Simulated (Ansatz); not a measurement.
`O[SiH](O)C[SiH](O)F` and `CC[SiH](O)O` differ in one atom or group.

Ansatz, PBE0-D4/def2-TZVP geometries, multiplicity 1. Each molecule was computed in one conformer, which needn't be the lowest.

```csv
property,`O[SiH](O)C[SiH](O)F`
HOMO–LUMO gap (ωB97M-V/def2-TZVPP) / eV,12.58
LUMO energy (B3LYP/def2-TZVPP) / eV,-0.02
size of the dipole moment (ωB97M-V/def2-TZVPP) / D,1.79
HOMO energy (PBE0/def2-TZVPP) / eV,-8.58
LUMO energy (PBE/def2-TZVPP) / eV,-0.57
size of the dipole moment (B3LYP/def2-TZVPP) / D,1.80
```

(1) What does the change do to each property? (An estimate is asked.)

Answers

(1) Computed: 
```json
{"property": "HOMO–LUMO gap (ωB97M-V/def2-TZVPP) / eV", "`CC[SiH](O)O`": "12.55", "shift": "-0.03"}
{"property": "LUMO energy (B3LYP/def2-TZVPP) / eV", "`CC[SiH](O)O`": "0.37", "shift": "0.39"}
{"property": "size of the dipole moment (ωB97M-V/def2-TZVPP) / D", "`CC[SiH](O)O`": "0.94", "shift": "-0.85"}
{"property": "HOMO energy (PBE0/def2-TZVPP) / eV", "`CC[SiH](O)O`": "-8.12", "shift": "0.46"}
{"property": "LUMO energy (PBE/def2-TZVPP) / eV", "`CC[SiH](O)O`": "-0.13", "shift": "0.44"}
{"property": "size of the dipole moment (B3LYP/def2-TZVPP) / D", "`CC[SiH](O)O`": "0.90", "shift": "-0.90"}
```

Dipoles are sizes alone; their direction can turn.

B3LYP here is the variant with VWN-RPA as its local correlation; programs differ in this.
